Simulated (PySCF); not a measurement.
Values are calculated unless marked as measured or tabulated.
**AlSiH4NO3F**

The system: AlSiH4NO3F, a small molecule (built as: Si site whose three back bonds go to F, OAl(OH)2, NH2); neutral, doublet. The structure, one conformer, was relaxed in the gas phase by PBE0-D3(BJ)/def2-SVP. No frequency run checks that it is a minimum.

SMILES: N[Si](F)[O][Al]([OH])[OH]

| atom | x (Å) | y (Å) | z (Å) |
| --- | --- | --- | --- |
| Si1 | 0.643 | -1.167 | 1.418 |
| F2 | -0.349 | -1.673 | 2.609 |
| O3 | 0.447 | 0.452 | 1.170 |
| Al4 | 0.001 | 1.300 | -0.242 |
| O5 | -0.916 | 2.719 | -0.237 |
| O6 | 0.575 | 0.651 | -1.706 |
| N7 | 0.094 | -1.943 | -0.027 |
| H8 | -1.274 | 3.141 | 0.545 |
| H9 | 0.382 | 1.035 | -2.563 |
| H10 | -0.047 | -2.948 | -0.052 |
| H11 | 0.476 | -1.595 | -0.905 |

EPR values by unrestricted B3LYP, IGLO-III on Al F N O Si, pcH-1 on H.

**Question.** Predict g and the largest hyperfine couplings. Where does the spin sit?

**Answer.** g = 2.0001, 2.0011, 2.0018. The spin sits on Si1 (82 %, bonded to 1 F + 1 N + 1 O) by Mulliken populations.
```csv
atom,isotope,isotropic (MHz),"dipolar, principal values (MHz)"
Si1,29Si,-1048.3,"-110.6, 54.6, 56.0"
F2,19F,385.2,"-120.5, -113.4, 233.9"
O3,17O,-86.7,"-18.0, 8.6, 9.4"
Al4,27Al,36.9,"-1.9, -1.6, 3.4"
N7,14N,22.7,"-7.3, -7.0, 14.3"
H10,1H,-9.9,"-10.0, -3.1, 13.1"
```

**Question.** How do the isotropic couplings move with BHandHLYP?

**Answer.** Si1 -1048.3 to -1081.5 MHz, F2 385.2 to 399.8 MHz, O3 -86.7 to -84.4 MHz, Al4 36.9 to 27.0 MHz.
